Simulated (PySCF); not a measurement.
# Heteronuclear NMR

Molfile (atoms numbered from 1):
```
C3H8FPSi
     RDKit          3D

 14 14  0  0  0  0  0  0  0  0999 V2000
   -1.4329   -1.3870   -0.0662 C   0  0  0  0  0  0  0  0  0  0  0  0
    0.1033   -0.2967    0.1597 Si  0  0  1  0  0  4  0  0  0  0  0  0
    1.8657   -1.2812    1.1328 P   0  0  0  0  0  0  0  0  0  0  0  0
    0.2587    1.2418   -0.9445 C   0  0  0  0  0  0  0  0  0  0  0  0
   -0.1916    1.5577    0.4883 C   0  0  1  0  0  0  0  0  0  0  0  0
   -1.4751    2.0383    0.5851 F   0  0  0  0  0  0  0  0  0  0  0  0
   -1.6495   -1.9320    0.8477 H   0  0  0  0  0  0  0  0  0  0  0  0
   -2.2945   -0.7751   -0.3094 H   0  0  0  0  0  0  0  0  0  0  0  0
   -1.2912   -2.1116   -0.8621 H   0  0  0  0  0  0  0  0  0  0  0  0
    2.7657   -0.2941    0.7660 H   0  0  0  0  0  0  0  0  0  0  0  0
    2.1692   -2.0509    0.0221 H   0  0  0  0  0  0  0  0  0  0  0  0
    1.2148    1.6573   -1.2320 H   0  0  0  0  0  0  0  0  0  0  0  0
   -0.4970    1.4364   -1.6929 H   0  0  0  0  0  0  0  0  0  0  0  0
    0.4537    2.1966    1.0833 H   0  0  0  0  0  0  0  0  0  0  0  0
  1  2  1  0
  2  3  1  1
  2  4  1  0
  4  5  1  0
  5  6  1  0
  5  2  1  0
  1  7  1  0
  1  8  1  0
  1  9  1  0
  3 10  1  0
  3 11  1  0
  4 12  1  0
  4 13  1  0
  5 14  1  1
M  END
```

Method: GFN2-xTB geometry, shielding tensors at PBE0/pcSseg-1 (GIAO), in PySCF (one conformer, no relativistic terms, rapidly exchanging positions averaged, no solvent).

Question: Predict the 19F NMR data.

Answer: 
| atoms | environment | σ (ppm) | δ (ppm) |
| --- | --- | --- | --- |
| F6 | fluorine on an sp3 carbon | 422.3 | -220.5 |

Shieldings were converted by a linear fit to measured shifts: 19F: δ = 146.13 − 0.903σ +14.6 on sp3 carbon (rms 6.0 ppm, 223 shifts, 7.0 ppm with the 5 outliers that the fit left out vs CFCl3, solution or neat liquid). A few per cent of atoms miss by over 2 rms, more outside the fitted compound classes.

On a 500 MHz spectrometer 19F resonates near 470.5 MHz, so 1 ppm is 470.5 Hz.

Question: Where does 31P resonate?

Answer: 
| atoms | environment | σ (ppm) | δ (ppm) |
| --- | --- | --- | --- |
| P3 | phosphorus bonded to Si, 2 H | 618.0 | -241.9 |

Shieldings were converted by a linear fit to measured shifts: 31P: δ = 270.09 − 0.828σ (rms 18.1 ppm, 64 shifts vs H3PO4, solution or neat liquid). Occasional misses reach two or three times the rms, and more in compound classes unlike the fitted ones.

On a 600 MHz spectrometer 31P resonates near 242.9 MHz, so 1 ppm is 242.9 Hz.

Question: Where does 29Si resonate?

Answer: 
```json
{"atoms": "Si2", "environment": "silicon bonded to 3 C, P, in a 3-membered ring", "σ (ppm)": "437.5", "δ (ppm)": "-79.6"}
```

Shieldings were converted by a linear fit to measured shifts: 29Si (scatter 8.9 ppm rms, 25.8 ppm with the 6 outliers that the fit left out vs TMS, solution or neat liquid). A few per cent of atoms miss by over 2 rms, more outside the fitted compound classes.

On a 500 MHz spectrometer 29Si resonates near 99.3 MHz, so 1 ppm is 99.3 Hz.
